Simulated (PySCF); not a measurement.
Compounds:
1. `FC(F)(F)[SiH2]O[SiH2]O[SiH3]`, CH7F3O2Si3
2. `C=C(C)[SiH2][Si@H]([SiH3])P`, C3H13PSi3
3. SMILES Cc1ncccp1, C5H6NP
4. `C#Cc1ccccc1C(=C)C`, C11H10
5. `C#CC1=CCC=C[C@@H]1C#CC`, C11H10
6. `InChI=1S/C6H16P2/c1-5(2)8(7)6(3)4/h5-6H,7H2,1-4H3`
7. `c12c(ccc(C)c1)C=CC2=C`, C11H10
8. SMILES P1=C(C)C=CN=C1, C5H6NP
9. 2-methoxyacetamide (SMILES COCC(N)=O)
10. `C1=CC(C#CC)=CC2=C1CC2`, C11H10

- NMR shieldings at PBE0/pcSseg-1/GIAO
- geometry: GFN2-xTB
- run in PySCF
- fast rotation and ring inversion assumed for equivalent nuclei, gas phase, one computed conformer, non-relativistic

Shifts are taken against calculated references (same method and geometry level): TMS for $^{1}$H (31.72 ppm) and $^{13}$C (186.93 ppm). Acid and N–H amide carbonyl carbons lie up to 10 ppm further downfield in solution (hydrogen bonding). Shifts are as computed. Against solution values, carbons near 30 ppm lie about +3 ppm off and those near 130 ppm about +5 ppm. Of 1211 compounds with measured shifts, 218 miss one by over three times the rms of a fit or turn the order of signals round; such compounds aren't used in these exercises. Groups on amide-type nitrogens are kept apart (slow C–N rotation). OH and NH positions are gas-phase values without hydrogen bonding to other molecules.

Q: Which show a $^{13}$C signal above 185 ppm?

A: 3 (205.5: substituted aromatic carbon next to a ring nitrogen); 8 (192.4, 191.8: aromatic CH next to a ring nitrogen, substituted aromatic carbon).

Q: Which show a $^{13}$C signal below 10 ppm?

A: 5 (4.8: propargylic methyl carbon); 10 (5.8: propargylic methyl carbon).

Q: Which give exactly 2 $^{13}$C signals?

A: 6 (δ 29.8, 21.2).
